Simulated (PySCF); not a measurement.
# Electronic absorption of C6H14O2Si

Compound: C6H14O2Si.
InChI=1S/C6H14O2Si/c1-5-3-2-4-6(5)9(7)8/h5-9H,2-4H2,1H3/t5-,6+/m1/s1

Method used: TDDFT B3LYP/def2-SVPD, vertical, gas phase, core orbitals frozen in the response (PySCF). One conformer (not necessarily the lowest) at the PBE0-D3(BJ)/def2-SVP geometry, without solvent, vibrations or thermal averaging.

Task: List the vertical singlet excitations with oscillator strengths and describe the spectrum.

Result: 

```
state  E (eV)  E (kJ/mol)  λ (nm)       f  main configurations (H = HOMO, L = LUMO)
   S1    6.52         629   190.1  0.0094                                 H→L (98%)
   S2    6.97         672   178.0  0.0017                               H→L+1 (96%)
   S3    7.27         701   170.6   0.021                               H→L+2 (96%)
   S4    7.46         720   166.1  0.0091                               H-1→L (94%)
   S5    7.69         742   161.3   0.014                  H-2→L (80%), H-4→L (11%)
   S6    7.76         749   159.7  0.0081                  H→L+3 (73%), H-3→L (21%)
   S7    7.83         756   158.3   0.024                  H-3→L (59%), H→L+3 (22%)
   S8    7.87         760   157.5   0.011   H-4→L (33%), H-1→L+1 (24%), H-2→L (14%)
   S9    7.90         762   157.0  0.0020                H-1→L+1 (52%), H-4→L (20%)
  S10    8.04         776   154.2  0.0024                             H-1→L+2 (69%)
```

Triplets (Tamm–Dancoff): T1 6.39 eV, H→L (95%); T2 6.77 eV, H→L+1 (91%); T3 7.08 eV, H→L+2 (90%); T4 7.39 eV, H-1→L (78%).

The lowest singlet comes at 190 nm (629 kJ/mol) in the vacuum ultraviolet; it is weak; its leading configuration is HOMO→LUMO (98%). The strongest level in the table is S7 at 7.83 eV (158 nm, f = 0.024). Löwdin shares by element: HOMO carbon 24% or more, silicon 17%, hydrogen 10% or more, oxygen 8% or more (atoms not listed hold the other 41%); LUMO oxygen 35%, silicon 26%, hydrogen 12% or more (atoms not listed hold the other 27%). Of the 10 states listed, 4 reach f = 0.01 and none stays under 0.0005. Orbital energies (eV): HOMO-3 -8.86, HOMO-2 -8.56, HOMO-1 -8.28, HOMO -7.53, LUMO -0.17, LUMO+1 0.33, LUMO+2 0.58. Weighted by f, the mean energy of these states is 7.54 eV. No computed singlet lies in the visible range (380 to 750 nm); the lowest, at 190 nm, stands 3.26 eV above its violet end (3.26 eV). All these states lie below the vertical ionisation energy of 9.48 eV (ΔSCF). Only the lowest 10 singlets were computed, as vertical energies without vibronic structure.

Time: 9.6 min (with the writing of density and orbital grids). Hardware: one thread, Arm Neoverse V1, on a shared host.
